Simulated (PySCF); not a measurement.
ORD: `C([Si@H]1[C@@H](C)[SiH2][C@@H]1F)#N`, C4H8FNSi2

Molfile (atoms numbered from 1):
```
C4H8FNSi2
     RDKit          3D

 16 16  0  0  0  0  0  0  0  0999 V2000
   -1.5875    1.2443   -0.1387 C   0  0  0  0  0  0  0  0  0  0  0  0
   -0.7657    0.1740    0.5735 C   0  0  1  0  0  0  0  0  0  0  0  0
   -0.6184   -1.5621   -0.2704 Si  0  0  0  0  0  4  0  0  0  0  0  0
    1.2991   -1.4150    0.0183 C   0  0  2  0  0  0  0  0  0  0  0  0
    1.7615   -2.2770    1.0141 F   0  0  0  0  0  0  0  0  0  0  0  0
    1.1460    0.4123    0.6434 Si  0  0  1  0  0  4  0  0  0  0  0  0
    1.6997    1.5678   -0.7140 C   0  0  0  0  0  0  0  0  0  0  0  0
    2.0192    2.2801   -1.5525 N   0  0  0  0  0  0  0  0  0  0  0  0
   -1.5474    2.1893    0.4011 H   0  0  0  0  0  0  0  0  0  0  0  0
   -1.2107    1.4168   -1.1444 H   0  0  0  0  0  0  0  0  0  0  0  0
   -2.6307    0.9418   -0.2133 H   0  0  0  0  0  0  0  0  0  0  0  0
   -1.1673    0.0660    1.5852 H   0  0  0  0  0  0  0  0  0  0  0  0
   -0.9498   -1.5573   -1.6936 H   0  0  0  0  0  0  0  0  0  0  0  0
   -1.2354   -2.6736    0.4448 H   0  0  0  0  0  0  0  0  0  0  0  0
    1.9513   -1.5959   -0.8389 H   0  0  0  0  0  0  0  0  0  0  0  0
    1.8285    0.7976    1.8738 H   0  0  0  0  0  0  0  0  0  0  0  0
  1  2  1  0
  2  3  1  0
  3  4  1  0
  4  5  1  0
  4  6  1  0
  6  7  1  0
  7  8  3  0
  6  2  1  0
  1  9  1  0
  1 10  1  0
  1 11  1  0
  2 12  1  1
  3 13  1  0
  3 14  1  0
  4 15  1  6
  6 16  1  1
M  END
```

The calculation used TDDFT BHandHLYP/def2-SVPD circular dichroism and optical rotation, one conformer, gas phase in PySCF 2.14.0. Geometry: GFN2-xTB.

Stereocentres: C2 S, C4 S, Si6 S.

Task: Give the optical rotatory dispersion at 633, 589.3, 546, 436, 405, 365, 355 nm.

Result: [α] in deg dm⁻¹ (g/mL)⁻¹:
| λ (nm) | origin-invariant length gauge | modified velocity gauge | length gauge (centre of mass) | isotropic polarisability (au) |
| --- | --- | --- | --- | --- |
| 633 | -75.0 | -74.8 | -73.3 | 99.5 |
| 589.3 | -89.1 | -89.0 | -87.2 | 99.9 |
| 546 | -107.7 | -107.5 | -105.4 | 100.4 |
| 436 | -197.3 | -197.0 | -193.4 | 102.5 |
| 405 | -245.6 | -245.3 | -241.0 | 103.5 |
| 365 | -342.9 | -342.5 | -336.9 | 105.2 |
| 355 | -377.1 | -376.7 | -370.7 | 105.8 |

Task: And for the mirror image at 589.3 nm?

Result: +89.1 deg dm⁻¹ (g/mL)⁻¹ (origin-invariant length gauge): the same size and the opposite sign.

Task: What is the molar rotation [Φ] = [α]·M/100 of the geometry above at 589.3 nm?

Result: With M = 145.28 g/mol, -129.4 deg cm² dmol⁻¹ (origin-invariant length gauge).

The first excitation lies at 6.15 eV (202 nm) with R = -10.0 × 10⁻⁴⁰ esu² cm² (velocity form).
